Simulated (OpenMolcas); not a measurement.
# N2+: CASPT2 settings compared

* Program: OpenMolcas 26.06
* Basis: ANO-L-VDZP [3s2p1d]
* Scalar Hamiltonian: non-relativistic, point nucleus
* Active space: 3 electrons in 4 orbitals (2s 2p)
* State averaging: 2S+1 = 4 odd, 1 root; 2S+1 = 2 odd, 11 roots; 2S+1 = 4 even, 3 roots; 2S+1 = 2 even, 9 roots
* Spin-orbit coupling: state interaction with AMFI integrals over the reference wave functions, term energies averaged over their components

Methods on the same reference wave functions:
A. CASSCF
B. SS-CASPT2, IPEA 0.6 Eh, sigma2 regulariser 0.15 Eh (closed shells correlated: 1s)
C. SS-CASPT2, IPEA 0.3 Eh, sigma1 regulariser 0.1 Eh (closed shells correlated: 1s)
D. SS-CASPT2, IPEA 0.15 Eh, sigma2 regulariser 0.25 Eh (closed shells correlated: 1s)
E. MS-CASPT2, IPEA 0.3 Eh, sigma1 regulariser 0.1 Eh (closed shells correlated: 1s)
F. MS-CASPT2, IPEA 0.6 Eh, sigma2 regulariser 0.15 Eh (closed shells correlated: 1s)

Energies in cm⁻¹ above 2s² 2p ²P°_1/2, the measured ground level; measured values from Moore, Selected Tables of Atomic Spectra, NSRDS-NBS 3, section 5.

```csv
Level,A,B,C,D,E,F,Measured
2s² 2p ²P°_1/2,0.0,0.0,0.0,0.0,0.0,0.0,0.0
2s² 2p ²P°_3/2,143,143,143,143,144,144,174
2s 2p² ⁴P_1/2,53175,55750,56070,56270,56080,55760,
2s 2p² ⁴P_3/2,53226,55800,56120,56320,56130,55810,57247
2s 2p² ⁴P_5/2,53311,55890,56210,56410,56220,55890,57328
2s 2p² ²D_3/2,106783,103470,103070,102830,103080,103480,101031
2s 2p² ²D_5/2,106783,103470,103070,102830,103080,103480,101024
2s 2p² ²S_1/2,134777,133980,134020,134010,134030,133990,131004
2s 2p² ²P_1/2,156614,151830,151050,150500,151060,151840,145876
2s 2p² ²P_3/2,156713,151930,151150,150600,151160,151940,145986
2p³ ⁴S°_3/2,185685,187320,187560,187710,187570,187330,186797
2p³ ²D°_3/2,213818,207840,207350,207080,207360,207840,203089
2p³ ²D°_5/2,213819,207840,207350,207080,207360,207840,203075
2p³ ²P°_1/2,242642,236720,236340,236120,236360,236740,230404
2p³ ²P°_3/2,242648,236730,236350,236130,236370,236740,230409
```

Deviations, from unrounded energies. A percentage is the sum of absolute deviations over the sum of measured energies, with the sign that they share, or ± where signs differ.

```json
{"Against measurement": "mean absolute deviation (cm-1)", "Levels": "13", "A": "7100", "B": "3500", "C": "3100", "D": "2900", "E": "3200", "F": "3500"}
{"Against measurement": "fine structure of the ground term (%)", "Levels": "1", "A": "-17.9", "B": "-17.9", "C": "-17.9", "D": "-17.9", "E": "-17.7", "F": "-17.7"}
{"Against measurement": "other configurations (%)", "Levels": "12", "A": "±5.1", "B": "±2.5", "C": "±2.3", "D": "±2.1", "E": "±2.3", "F": "±2.5"}
```

D lies closest to measurement on these levels and A furthest from it. The largest miss of D in the table is 2p³ ²P°_3/2, by +5700 cm-1. The ranking rests on the paired levels alone, and a cruder setting can come out closer through cancelling errors.

Among B to F the level of the table that moves most is 2s 2p² ²P_3/2, by 1300 cm-1 (lowest in D, highest in F). Moves below CASPT2's spread within the term are not significant.

The mean deviations of B to F differ by less than CASPT2's widest spread within a term (710 cm-1), so their order carries little weight.

The lowest spin-free term lies below A's lowest term by 0.020 hartree in B, 0.022 hartree in C, 0.024 hartree in D, 0.022 hartree in E, 0.020 hartree in F.

Term energies are means over components that CASPT2 splits; among the terms shown or strongly mixed into the levels shown the widest spread is 710 cm-1 (2p³ ²D°, F). Computed and measured levels are paired by configuration, term and J; levels that our copy of the source lacks, or whose pairing is in doubt (as where it misses far off the trend of its configuration), stay unpaired and out of the deviations. Only configurations of the active space appear.

° marks odd parity.
